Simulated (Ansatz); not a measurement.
TiIF3, relaxed as a singlet with RKS r2SCAN-D4/def2-SVP in Ansatz, starting from the GFN2-xTB geometry. Force threshold 0.02 eV/Å.

In the def2 sets I takes a core potential; there is no spin–orbit coupling.

Start:

Cartesian coordinates in Å:
```
Ti 0.209 0.136 -0.046
I -1.928 -1.257 0.419
F 1.498 -0.914 0.267
F 0.128 1.440 1.029
F 0.093 0.594 -1.670
```

**Question.** Estimate the energy that the relaxation releases and the steps that it takes.

**Answer.** 15.4 kJ/mol, in 4 steps; 6 s on 4 threads of INTEL XEON PLATINUM 8581C on a shared host. No frequencies were taken in this run, so the end may be a saddle point.

**Question.** Does the start keep its bonding and symmetry?

**Answer.** By distances, no bond broke or formed. The bond that changes most is Ti1–F3, from 1.69 to 1.73 Å (atoms count from 1). Point group C3v at the start, C3v at the end, both within 0.05 Å.

**Question.** Predict the relaxed structure.

**Answer.** 
Cartesian coordinates in Å:
```
Ti 0.129 0.084 -0.028
I -1.985 -1.294 0.432
F 1.538 -0.878 0.255
F 0.176 1.465 1.013
F 0.141 0.623 -1.672
```
Bond lengths: 3 × F–Ti 1.73 Å; 1 × I–Ti 2.57 Å.
